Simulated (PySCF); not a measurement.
Job file and geometry (Å, from GFN2-xTB) of an NMR shielding run on SMILES [BH3-][O+](C)CC, C₃H₁₁BO, PySCF 2.14.0, density-fitted response routines, GIAO PBE0/pcSseg-1 NMR shielding, non-relativistic, gas phase; density fitting, a coarse starting grid and PySCF grid level 2 are the driver's defaults:

```
$ OMP_NUM_THREADS=1 python probes_run.py task.json out

{"job": {"kind": "nmr", "xc": "PBE0", "basis": "pcSseg-1"}, "charge": 0, "multiplicity": 1}
B     -1.608450    -1.139301    -0.396959
O     -0.453463    -0.166668     0.288582
C     -0.855395     1.189723     0.266800
C      0.820584    -0.383923    -0.309297
C      1.961808     0.228030     0.494295
H     -2.588537    -0.904423     0.226745
H     -1.676127    -0.816978    -1.542545
H     -1.195408    -2.238721    -0.233132
H     -1.856565     1.228833     0.689117
H     -0.179881     1.795938     0.873695
H     -0.885433     1.576942    -0.756848
H      0.931326    -1.468695    -0.345118
H      0.819023    -0.001681    -1.339109
H      1.980900     1.312354     0.415266
H      1.872219    -0.049394     1.542147
H      2.905799    -0.153092     0.114949
```

**Question.** What does the program print?

**Answer.** 
```
coarse grid: 12256 points
cycle   1  E = -220.5899398956  dE =  2.883e-01  |g| = 3.960e-01  |ddm| = 3.127e+00
cycle   2  E = -220.5970335529  dE = -7.094e-03  |g| = 3.939e-01  |ddm| = 7.165e-01
cycle   3  E = -220.6310549724  dE = -3.402e-02  |g| = 8.961e-02  |ddm| = 3.417e-01
cycle   4  E = -220.6323582141  dE = -1.303e-03  |g| = 2.528e-02  |ddm| = 6.088e-02
cycle   5  E = -220.6324868799  dE = -1.287e-04  |g| = 4.503e-03  |ddm| = 1.733e-02
cycle   6  E = -220.6324910064  dE = -4.126e-06  |g| = 1.519e-03  |ddm| = 4.290e-03
final grid: 115136 points
cycle   7  E = -220.6734368994  dE = -3.643e-05  |g| = 1.305e-02  |ddm| = 2.352e-02
cycle   8  E = -220.6734093071  dE =  2.759e-05  |g| = 1.840e-02  |ddm| = 1.604e-02
cycle   9  E = -220.6734689330  dE = -5.963e-05  |g| = 1.724e-03  |ddm| = 9.508e-03
cycle  10  E = -220.6734696251  dE = -6.921e-07  |g| = 1.506e-04  |ddm| = 1.483e-03
cycle  11  E = -220.6734696294  dE = -4.337e-09  |g| = 6.430e-05  |ddm| = 1.667e-04
cycle  12  E = -220.6734696305  dE = -1.098e-09  |g| = 9.480e-06  |ddm| = 6.201e-05
cycle  13  E = -220.6734696305  dE = -2.268e-11  |g| = 2.084e-06  |ddm| = 9.553e-06
converged SCF energy = -220.6734696305

GIAO shielding tensors (ppm)
atom      isotropic    diamagn.    paramagn.     s11        s22        s33       span
  0 B       98.040     189.939     -91.899     63.376     76.250    154.492     91.116
  1 O      308.241     398.389     -90.148    282.743    295.218    346.764     64.021
  2 C      124.424     247.848    -123.424     87.415    101.750    184.106     96.692
  3 C      110.628     247.857    -137.229     72.590     88.976    170.319     97.729
  4 C      171.875     248.167     -76.292    155.282    173.523    186.820     31.538
  5 H       28.604      31.425      -2.821     25.460     26.125     34.228      8.768
  6 H       28.648      31.371      -2.722     24.457     26.979     34.509     10.052
  7 H       28.575      31.412      -2.837     25.468     25.984     34.275      8.807
  8 H       27.654      29.920      -2.265     23.718     25.914     33.331      9.612
  9 H       28.086      30.974      -2.888     23.387     26.925     33.945     10.558
 10 H       28.799      30.662      -1.863     25.691     26.520     34.187      8.497
 11 H       27.343      31.366      -4.022     21.796     28.656     31.578      9.782
 12 H       28.354      31.912      -3.558     24.032     28.938     32.091      8.059
 13 H       30.274      30.325      -0.051     26.012     29.443     35.366      9.354
 14 H       30.475      29.854       0.621     26.541     28.445     36.438      9.897
 15 H       30.614      28.302       2.312     26.530     27.597     37.714     11.185
```

Size and cost of the density-fitted run: 140 basis functions, 13 s wall time on 1 thread of an Intel Xeon Platinum 8375C, shared host; peak memory 0.68 GiB.
